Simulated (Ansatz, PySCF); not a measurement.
F₄Te. Atoms are numbered in the order given.

```xyz
5

Te     0.0000     0.0000     0.3041
F      1.2494     1.2494    -0.4392
F      1.2494    -1.2494    -0.4392
F     -1.2494    -1.2494    -0.4392
F     -1.2494     1.2494    -0.4392
```
Charge 0, spin multiplicity 1.

The structure is a stationary point at PBE0-D3(BJ)/def2-SVP. The geometry has at least one imaginary mode, so it is a saddle point at that level. The isomer is the one that the SMILES or the coordinates give; other isomers of the formula were not compared. The def2 effective core potentials stand for the cores of Te; spin–orbit coupling is left out.

Vertical ionisation energy (IE) and electron affinity (EA) in eV. Rows of orbital energies are one-electron estimates. Where ΔSCF, EOM or ADC give a negative EA the extra electron is unbound and the value depends on the basis.

```json
[
 {"level": "−ε(HOMO), −ε(LUMO), M06-2X/def2-TZVP (PySCF)", "IE": "12.35", "EA": "1.36"},
 {"level": "−ε(HOMO), −ε(LUMO), PBE/def2-TZVP (PySCF)", "IE": "9.12", "EA": "3.42"},
 {"level": "ΔSCF, PBE0/def2-SVPD (Ansatz), final states of multiplicity 2 and 2", "IE": "?", "EA": "?"},
 {"level": "ΔSCF, PBE/def2-SVPD (Ansatz), final states of multiplicity 2 and 2", "IE": "12.69", "EA": "0.66"}
]
```

What belongs in the gaps? (The exact figures need the calculation; the answer reports its results.)


- ΔSCF, PBE0/def2-SVPD (Ansatz, a program for electronic structure), final states of multiplicity 2 and 2, IE: 13.25
- ΔSCF, PBE0/def2-SVPD (Ansatz), final states of multiplicity 2 and 2, EA: 0.71

What vertical singlet–triplet gap does ΔSCF give with PBE0/def2-SVPD (Ansatz) and with PBE/def2-SVPD (Ansatz)? (Estimate from the structure and the level; the computed values follow.)

5.91 and 5.58 eV (triplet above singlet where positive).
